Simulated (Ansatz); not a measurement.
Consider the formal exchange of groups at a C–In bond: `C[CH2][In]([OH])[Cl]` + `F[SiH2]I` → `CC[SiH](F)I` + `[OH][InH][Cl]`.

Gas-phase electronic energies from Ansatz, PBE0-D4/def2-TZVP geometries. CCSD(T)/CBS is the MP2 limit (def2-TZVPP, def2-QZVPP) plus CCSD(T) − MP2 in def2-TZVPP, frozen cores. DFT in def2-TZVPP. B3LYP here is the variant with VWN-RPA as its local correlation; programs differ in this. def2 core potentials past Kr. For I, In outer-core shells are correlated without core-valence functions, which leaves a few kJ/mol of doubt a bond. Each species was taken in one conformer, which may not be the lowest.

(1) Is it downhill or uphill in electronic energy at CCSD(T)/CBS, and by how much? (An estimate is asked.)

(2) What do these levels give: r2SCAN-D4, PBE0-D4, B3LYP-D4, ωB97M-V, B2PLYP, PBE, r2SCAN, CCSD/def2-TZVPP, MP2/def2-QZVPP, SCS-MP2/def2-QZVPP, HF/CBS(def2), MP2/CBS(def2)? (Estimate.)

Largest T1 diagnostic among the species: 0.015.

Answers

(1) The calculation gave: Downhill: ΔE = -30.4 kJ/mol.

(2) Computed: r2SCAN-D4 -39.3, PBE0-D4 -40.1, B3LYP-D4 -36.1, ωB97M-V -41.6, B2PLYP -30.6, PBE -33.0, r2SCAN -38.5, CCSD/def2-TZVPP -32.8, MP2/def2-QZVPP -27.1, SCS-MP2/def2-QZVPP -27.0, HF/CBS(def2) -38.0, MP2/CBS(def2) -26.8 kJ/mol.

In def2-TZVPP, CCSD(T) changes the Hartree–Fock value by +7.0 kJ/mol (the triples alone add +1.1 kJ/mol) and MP2 by +10.6 kJ/mol. From PBE to PBE0 (25 % exact exchange), in def2-TZVPP and without D4, ΔE moves by −4.2 kJ/mol. The D4 term adds −5.4 kJ/mol with B3LYP and −2.9 kJ/mol with PBE0; it sums over pairs of atoms, weighted by their polarisabilities, and B3LYP, whose exchange is more repulsive, gets the larger term.
